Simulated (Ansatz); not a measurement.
Reaction (ligand exchange at a Ge–C bond): `[BH2][GeH2][CH]=O` + PH₃ → `[BH2][GeH2][PH2]` + `C=O`

Computed with Ansatz on PBE0-D4/def2-TZVP structures; ΔE is electronic, products minus reactants. CCSD(T)/CBS is the MP2 limit (def2-TZVPP, def2-QZVPP) plus CCSD(T) − MP2 in def2-TZVPP, frozen cores. This one scheme is used for every species. DFT in def2-TZVPP. B3LYP here is the variant with VWN-RPA as its local correlation; programs differ in this. HSE06 is defined as in plane-wave codes. For Ge outer-core shells are correlated without core-valence functions, which leaves a few kJ/mol of doubt a bond. Scalar relativity is left out up to krypton. One conformer a species, not always the lowest.

```csv
level,ΔE (kJ/mol),difference from CCSD(T)/CBS
BLYP-D4,-36.0,12.1
PBE0-D4,-48.4,-0.3
B3LYP-D4,-42.9,5.2
HSE06-D4,-48.3,-0.2
ωB97X-V,-45.0,3.1
B2PLYP,-44.1,4.0
PBE-QIDH,-51.6,-3.5
r2SCAN,-40.2,7.9
PBE0,-46.9,1.2
r2SCAN0,-47.6,0.5
CCSD/def2-SVP,-48.2,-0.1
CCSD(T)/def2-SVP,-47.0,1.1
MP2/def2-TZVPP,-51.8,-3.7
CCSD/def2-TZVPP,-47.2,0.9
MP2/CBS(def2),-53.3,-5.2
CCSD/CBS(def2),-48.8,-0.7
CCSD(T)/CBS,-48.1,0
```

Largest T1 diagnostic among the species: 0.016.

Leaving LDA and LC-ωPBE aside and taking each functional with its dispersion term where it has one, the values spread over 15.6 kJ/mol, from PBE-QIDH to BLYP-D4. LDA lies +3.9 kJ/mol from PBE without D4. From BLYP to BHLYP (50 % exact exchange), in def2-TZVPP and without D4, ΔE moves by −13.0 kJ/mol.
